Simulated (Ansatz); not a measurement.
This geometry of C$_{3}$H$_{11}$ClSi$_{2}$ (17 atoms, charge 0, multiplicity 1) is a first-order saddle point.

These are results of RKS PBE0/STO-3G in Ansatz, not measurements.

```xyz
17
Properties=species:S:1:pos:R:3
C -2.400 -1.373 -0.452
Si -0.603 -1.283 0.047
C 0.268 0.107 -0.895
C 0.610 1.339 -0.026
Si 2.074 1.131 1.156
Cl 1.013 2.779 -1.136
H -2.505 -1.573 -1.522
H -2.920 -0.434 -0.237
H -2.917 -2.171 0.089
H 0.053 -2.536 -0.247
H -0.509 -1.043 1.468
H -0.390 0.430 -1.712
H 1.185 -0.270 -1.367
H -0.289 1.678 0.517
H 3.250 0.807 0.387
H 1.791 0.056 2.077
H 2.271 2.356 1.890
```

**Question.** Which two structures does it join? (They come from a converged band through this point; their orientation in space is the band's.)

**Answer.** No bond is made or broken. The dihedral H11–Si2–C3–H12 goes from -75 to 168°.

Initial state:

```xyz
17
Properties=species:S:1:pos:R:3
C -2.155 -1.762 -0.829
Si -0.879 -0.933 0.254
C -0.130 0.537 -0.659
C 0.684 1.492 0.243
Si 2.289 0.794 0.965
Cl 1.127 3.014 -0.734
H -1.710 -2.122 -1.761
H -2.963 -1.073 -1.089
H -2.601 -2.622 -0.319
H 0.161 -1.875 0.596
H -1.491 -0.464 1.475
H -0.945 1.109 -1.121
H 0.506 0.180 -1.480
H 0.037 1.880 1.048
H 3.091 0.248 -0.102
H 1.957 -0.249 1.905
H 3.001 1.846 1.647
```

Final state:

```xyz
17
Properties=species:S:1:pos:R:3
C -2.074 -1.013 0.419
Si -0.424 -1.516 -0.298
C 0.395 -0.083 -1.210
C 0.483 1.233 -0.405
Si 1.606 1.208 1.118
Cl 1.095 2.585 -1.530
H -2.740 -0.615 -0.353
H -1.962 -0.246 1.191
H -2.574 -1.871 0.878
H -0.607 -2.588 -1.248
H 0.447 -1.981 0.756
H -0.172 0.112 -2.131
H 1.403 -0.385 -1.524
H -0.533 1.567 -0.131
H 2.903 0.699 0.746
H 1.014 0.348 2.115
H 1.721 2.545 1.647
```

**Question.** How far does it lie above each of them?

**Answer.** 5.0 kJ/mol above the first and 4.3 kJ/mol above the second. This is the barrier of this one path; another mechanism may lie lower. Limits of this set-up: minimal basis.

Time of the run: 5.3 min on 1 thread of Arm Neoverse V2, with other jobs on the host, peak memory 0.15 GiB.
